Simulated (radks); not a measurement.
Question: Species: Ge15+. Configuration: [Ne] 3s2 3p5 (the NIST ground configuration). Method: Dirac Kohn-Sham, PBE, spin-unpolarised, spherical densities, finite nucleus; open shells fill j = l - 1/2 first; Fermi nuclear charge, rms radius 4.0742 fm; computed with a radial shooting solver on a logarithmic mesh with Libxc functionals. Some entries of the table are withheld. Estimate them.

orbital  occ.  eigenvalue (eV)  <r^2> (bohr^2)
1s1/2       2              (1)        0.002974
2s1/2       2        -1893.373         0.05121
2p1/2       2              (2)         0.03970
2p3/2       4              (3)         0.04113
3s1/2       2        -605.5371          0.3413
3p1/2       2        -555.6140             (4)
3p3/2       3        -549.3189             (5)

Answer: 
(1) 1s1/2 eigenvalue (eV): -11479.49
(2) 2p1/2 eigenvalue (eV): -1743.780
(3) 2p3/2 eigenvalue (eV): -1711.660
(4) 3p1/2 <r^2> (bohr^2): 0.3337
(5) 3p3/2 <r^2> (bohr^2): 0.3410
